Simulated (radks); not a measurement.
All-electron atom: As VI in [Ar] 3d10. Calculated with a radial shooting solver on a logarithmic mesh with Libxc functionals: Dirac Kohn-Sham, PBE, spin-unpolarised, spherical densities, point nucleus.

Normalised radial functions P(r) = r R(r) (large component), r in bohr:

r	2p3/2	3s1/2	3p3/2
0.003883	0.0149	0.1695	0.0059
0.004897	0.0233	0.2049	0.0092
0.006225	0.0367	0.2468	0.0145
0.007851	0.0567	0.2916	0.0224
0.009901	0.0869	0.3388	0.0343
0.01249	0.1320	0.3850	0.0521
0.01587	0.2013	0.4259	0.0794
0.02002	0.2985	0.4499	0.1175
0.02525	0.4351	0.4471	0.1708
0.03209	0.6284	0.4010	0.2457
0.04047	0.8729	0.2998	0.3390
0.05104	1.1734	0.1328	0.4506
0.06437	1.5146	-0.0976	0.5705
0.08183	1.8713	-0.3763	0.6803
0.1032	2.1562	-0.6275	0.7354
0.1301	2.3022	-0.7739	0.6920
0.1641	2.2386	-0.7205	0.5036
0.2086	1.9273	-0.3912	0.1353
0.2631	1.4457	0.1603	-0.3513
0.3318	0.9139	0.7919	-0.8600
0.4185	0.4694	1.2823	-1.2430
0.532	0.1802	1.4490	-1.3761
0.6709	0.0521	1.2577	-1.2279
0.8461	0.0103	0.8641	-0.9000
1.076	0.0012	0.4531	-0.5245
1.356	0.0001	0.1829	-0.2445
1.711	0.0000	0.0530	-0.0857
2.157	0.0000	0.0102	-0.0210

2p3/2: eigenvalue -1358.9 eV, 0 radial nodes, <r> = 0.178 bohr, 90 % of the charge inside 0.291 bohr. 3s1/2: eigenvalue -257.35 eV, 2 radial nodes at r = 0.0587, 0.248 bohr, <r> = 0.597 bohr, 90 % of the charge inside 0.891 bohr. 3p3/2: eigenvalue -199.04 eV, 1 radial node at r = 0.224 bohr, <r> = 0.618 bohr, 90 % of the charge inside 0.947 bohr.
